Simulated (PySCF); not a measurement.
These compounds are isomers of formula C₅H₉FOSi₂.

A. `O=C[C@@H]1[SiH2]C=C[SiH2][C@H]1F`
B. SMILES c1ccc([Si@H]([SiH2]C)F)o1
C. SMILES [SiH2](C#C[C@@H]([SiH2]C)F)C=O

Spectrum 1. 1H NMR (400 MHz, computed): δ 9.70 (m, 1H), 7.86 (m, 1H), 6.55 (m, 1H), 5.47 (m, 1H), 4.96 (m, 1H), 4.85 (m, 1H), 4.36 (m, 1H), 4.33 (m, 1H), 3.72 (m, 1H). 13C{1H} NMR (computed): δ 206.5 (CH), 165.7 (CH), 136.5 (CH), 85.8 (CH), 53.3 (CH).

Spectrum 2. 1H NMR (400 MHz, computed): δ 12.11 (m, 1H), 5.55 (m, 1H), 4.70 (m, 1H), 4.43 (m, 1H), 4.26 (m, 1H), 4.26 (m, 1H), 0.23 (m, 3H). 13C{1H} NMR (computed): δ 239.5 (CH), 117.0 (C), 93.4 (C), 80.7 (CH), -8.6 (CH3).

Spectrum 3. 1H NMR (400 MHz, computed): δ 7.75 (m, 1H), 7.39 (m, 1H), 6.84 (m, 1H), 6.10 (m, 1H), 4.12 (m, 1H), 4.07 (m, 1H), 0.31 (m, 3H). 13C{1H} NMR (computed): δ 159.4 (C), 152.8 (CH), 129.5 (CH), 117.5 (CH), -10.8 (CH3).

Theoretical values (PySCF 2.14): geometry: GFN2-xTB, shielding tensors at PBE0/pcSseg-1 (GIAO). No relativistic terms, gas phase, one conformer, fast rotation and ring inversion assumed for equivalent nuclei.

Referencing at the same level of theory: 1H, 13C vs TMS. Splittings of carbon signals by F and P are missing where no couplings were computed. Where no couplings were computed, multiplicities follow the n + 1 count of equivalent neighbours, and m marks all less simple cases (inequivalent or close neighbours, rings, F or P nearby). Shifts are as computed. Against solution values, carbons near 30 ppm lie about +3 ppm off and those near 130 ppm about +5 ppm. Of 1309 compounds with measured shifts, 239 miss one by over three times the rms of a fit or turn the order of signals round; such compounds aren't used in these exercises.

Match each spectrum to its structure.

## Answers

1–A, 2–C, 3–B.

- Spectrum 1 (A): 5 13C signals; δC 206.5 is an aldehyde carbonyl carbon; δC 136.5 is an alkene CH.
- Spectrum 2 (C): 5 13C signals; δC 93.4 is an alkyne carbon; δC 80.7 is a propargylic sp3 CH bonded to F and Si.
- Spectrum 3 (B): 5 13C signals; δC 129.5 is an aromatic CH; δC -10.8 is a methyl carbon bonded to Si.
